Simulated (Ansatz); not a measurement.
A nudged elastic band was laid between two geometries of BrH + Cl2GaH (6 atoms, charge 0, multiplicity 1).

The calculation used RKS B3LYP/def2-SVP (Ansatz 0.2.0).

```json
{"movable images": "9", "climbing image": "yes", "spring": "0.5 eV/Å²", "optimiser": "quadratic models (default)", "start path": "through a guess of the saddle point", "force threshold": "0.05 eV/Å", "iteration limit": "46", "end points": "relaxed"}
```

Initial state:

```xyz
6
Properties=species:S:1:pos:R:3
Ga 0.002 0.259 -0.021
H -0.002 0.803 1.435
Cl 1.823 0.139 -1.181
Cl -1.827 0.051 -1.156
Br 0.074 -2.615 1.053
H 0.086 -2.180 2.416
```

Final state:

```xyz
6
Properties=species:S:1:pos:R:3
Ga 0.024 -0.832 -0.509
H 0.021 0.329 2.249
Cl 1.840 0.237 -0.892
Cl -1.846 0.152 -0.864
Br 0.080 -3.016 0.147
H 0.038 -0.414 2.415
```

(1) What changes between the two ends?

(2) Give the energies along the band, and the barrier.

(3) What is the geometry of the highest image?

Results:

(1) Bonds broken: Ga1–H2, Br5–H6. Bonds formed: Ga1–Br5, H2–H6. BrH + Cl2GaH becomes BrCl2Ga + H2.

(2) The forces met the threshold. The highest image is number 5 of 0 to 10, 62.9 kJ/mol above the first end and 134.6 kJ/mol above the last; the last end lies 71.7 kJ/mol below the first. Another band between the same ends (9 images) ends at a top of the same energy, where a vibrational analysis finds 1 clearly imaginary mode. The orbitals stay closed-shell, which can raise the energy where a bond breaks towards radicals; this wasn't checked here.

```tsv
image	path coordinate (Å)	energy (kJ/mol)	Ga1–H2 (Å)	Br5–H6 (Å)	Ga1–Br5 (Å)
0	0.00	0.0	1.55	1.43	3.07
1	0.34	2.0	1.56	1.43	3.05
2	0.69	7.9	1.56	1.43	3.07
3	1.03	18.1	1.56	1.44	3.02
4	1.36	39.1	1.59	1.49	2.82
5	1.70	62.9	1.69	1.68	2.62
6	2.07	16.2	1.88	2.01	2.46
7	2.44	-40.8	2.14	2.36	2.34
8	2.81	-64.4	2.41	2.74	2.30
9	3.18	-70.8	2.68	3.13	2.29
10	3.54	-71.7	2.99	3.45	2.28
```

(3) 
```xyz
6
Properties=species:S:1:pos:R:3:forces:R:3
Ga 0.015 -0.229 -0.008 0.00 0.00 -0.01
H 0.022 0.056 1.656 0.00 0.00 0.00
Cl 1.883 0.200 -0.975 0.00 0.00 0.00
Cl -1.885 0.119 -0.946 0.00 0.00 0.00
Br 0.074 -2.615 1.077 0.00 0.00 0.00
H 0.046 -1.074 1.742 0.00 0.00 0.00
```

Run time: 4.9 min on 2 threads of Arm Neoverse V1 (shared host), peak memory 0.31 GiB.
